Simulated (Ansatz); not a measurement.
Geometry optimisation, UKS PBE0-D4/def2-SVP in Ansatz.

Input file:

```yaml
crystal:
  periodic: [false, false, false]
  atoms:
    - { symbol: Ge, position_ang: [0.30784, -0.18023, -0.35438] }
    - { symbol: H, position_ang: [0.96674, 0.12484, 1.00477] }
    - { symbol: H, position_ang: [-0.87201, -1.09091, 0.03737] }
    - { symbol: H, position_ang: [-0.40257, 1.14629, -0.68776] }
magnetization:
  spin_polarized: true
  initial_magnetization: 1
basis:
  gaussian: { orbitals: def2-SVP }
hamiltonian:
  xc: pbe0
  dispersion: d4
relax:
  f_tol: 0.015
  max_steps: 40
output:
  orbitals: {}
```

Run as:

```bash
$ ansatz run input.yaml --threads 1 --pin off --max-ram 2048MiB --backend cpu --events-out ev --progress --plain --runs-dir out
```

Where does it end, and by what steps?

The forces met the threshold. After 4 steps the energy has fallen by 0.144 eV; Ge1 moved furthest, 0.15 Å.

| step | energy less start (eV) | largest force component (eV/Å) | accepted |
| --- | --- | --- | --- |
| 0 | 0.0000 | 0.707 | yes |
| 1 | -0.0909 | 0.530 | yes |
| 2 | -0.1415 | 0.132 | yes |
| 3 | -0.1436 | 0.026 | yes |
| 4 | -0.1437 | 0.003 | yes |

```xyz
4
Properties=species:S:1:pos:R:3
Ge 0.216 -0.127 -0.251
H 1.056 0.110 1.020
H -0.884 -1.177 0.000
H -0.388 1.194 -0.770
```

The run took 28 s on 1 CPU thread of a shared host.
